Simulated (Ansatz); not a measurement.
Z-matrix (Å, degrees):
```
Zn
Cl 1 2.087
Br 1 2.221 2 180.0
```

Total charge 0; spin multiplicity 1.

**Question.** List the ωB97M-V/def2-TZVPP orbital energies in eV (Ansatz). (An estimate is asked.)

**Answer.** Computed: Occupied: -13156.87, -9466.98, -2771.88, -1709.19, -1537.38, -1537.34, -1537.34, -1158.14, -1018.59, -1018.59, -1018.50, -262.25, -242.03, -199.71, -199.61, -199.61, -181.70, -181.53, -181.53, -138.07, -93.43, -93.43, -93.35, -75.07, -75.02, -75.02, -74.89, -74.89, -25.44, -24.29, -18.77, -18.77, -18.70, -18.67, -18.67, -13.47, -12.28, -11.71, -11.71, -10.95, -10.95. Lowest empty: 0.09, 0.95, 0.95, 3.27, 3.84, 5.36, 5.36, 6.89.
